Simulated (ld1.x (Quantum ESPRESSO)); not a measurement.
# Transferability test, PAW potential for germanium

ld1.x (Quantum ESPRESSO) 7.5 input, shortened:

```
&input
   title='Ge', zed=32., rel=1, dft='PBE', iswitch=3,
   config='[Ar] 3d10 4s2 4p2'
 /
 &inputp
   pseudotype=3, lpaw=.true., tm=.true., lloc=-1, rcloc=0.80,
   nlcc=.true., new_core_ps=.true., rcore=0.50,
   which_augfun='PSQ', rmatch_augfun=0.70
 /
6
3S  1  0   2.00   0.00  0.85  1.10  0.0
4S  2  0   2.00   0.00  0.85  1.10  0.0
3P  2  1   6.00   0.00  0.90  1.20  0.0
4P  3  1   2.00   0.00  0.90  1.20  0.0
3D  3  2  10.00   0.00  0.90  1.05  0.0
3D  3  2   0.00  -1.85  0.90  1.05  0.0
 &test
   configts(1)='3s2 3p6 3d10 4s2 4p2'
 /
```

Energies are relative to the spin-unpolarised reference configuration 3s2 3p6 3d10 4s2 4p2; without spin polarisation the order of configurations can differ from experiment.

Its overlap operator is not positive definite in a basis up to 400 Ry (lowest eigenvalue p -1.53), so the file is unfit for use: the generalised eigenproblem breaks down once the basis is large enough, and its test numbers describe a broken file.

| valence configuration | charge | ΔE all-electron (eV) | error AE − PS (meV) |
| --- | --- | --- | --- |
| 3s2 3p6 3d10 4s2 4p1 | +1 | 7.444 | -0.1 |
| 3s2 3p6 3d10 4s2 4p0 | +2 | 22.883 | -2.3 |
| 3s2 3p6 3d10 4s1 4p0 | +3 | 57.674 | -6.1 |
| 3s2 3p6 3d10 4s0 4p4 | 0 | 16.195 | +2.4 |
| 3s2 3p5 3d10 4s2 4p2 | +1 | 125.682 | -304 |
| 3s2 3p6 3d10 4s1 4p3 | 0 | 7.972 | +0.1 |
| 3s2 3p6 3d10 4s1 4p2 | +1 | 16.160 | +2.1 |

Levels in the configuration 3s2 3p6 3d10 4s2 4p1:

```
level  all-electron (eV)  pseudo (eV)
   3s           -177.517     -177.501
   3p           -124.647     -124.632
   3d            -38.319      -38.304
   4s            -19.858      -19.855
   4p            -11.242      -11.241
```

The ghost test of this file was not conclusive.
